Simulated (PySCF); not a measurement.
# Bond lengths and vibrations by method: BClFHSi

Calculated results; nothing here was measured. The program is PySCF 2.14.0, an open-source quantum chemistry code, run on an isolated molecule that a program drew, which may never have been made. The molecule is BClFHSi (charge 0, singlet), drawn as the SMILES string `FB[Si]Cl`.

The geometry was optimised and harmonic frequencies were computed with HF and MP2, all in the cc-pV(D+d)Z basis, for the commonest isotopes, with a restricted reference for singlets and an unrestricted one otherwise, and a frozen core in MP2. Each result is a local minimum of its method.

Geometry at the HF minimum:
```xyz
5
BClFHSi, angstrom
F     1.4695    0.3485    2.7434
B     1.2291    1.1473    1.7026
Si   -0.7156    1.7719    1.3260
Cl   -0.3875    3.6383    2.2739
H     2.1784    1.4673    1.0356
```

Lengths of the bonds as drawn, in Å (atoms numbered as above):
```
bond,HF,MP2
F1-B2,1.334,1.349
B2-Si3,2.077,2.071
Si3-Cl4,2.119,2.115
B2-H5,1.203,1.213
```

Rotational constants, in GHz:
| constant | HF | MP2 |
|---|---|---|
| A | 8.61 | 7.98 |
| B | 2.371 | 2.545 |
| C | 1.987 | 2.065 |

Harmonic frequencies in cm^-1, each column in rising order, so a row needn't be the same motion in every method:
```
rank    HF   MP2
   1    73    70
   2   166   154
   3   232   220
   4   501   508
   5   573   557
   6   837   800
   7  1144  1098
   8  1299     ?
   9  2691  2617
```

**Estimate the missing MP2 frequency from the HF column.**

A single factor s that minimises the squared misfit of MP2 against s times HF over the other rows is sum(HF x MP2) / sum(HF^2) = 0.9704, with an rms misfit of 11 cm^-1. For rank 8 it gives 0.9704 x 1299 = 1261 cm^-1. The calculation gives 1259 cm^-1, 2 cm^-1 below the estimate. The drawn bonds are on average 0.4 % longer in MP2 than in HF.
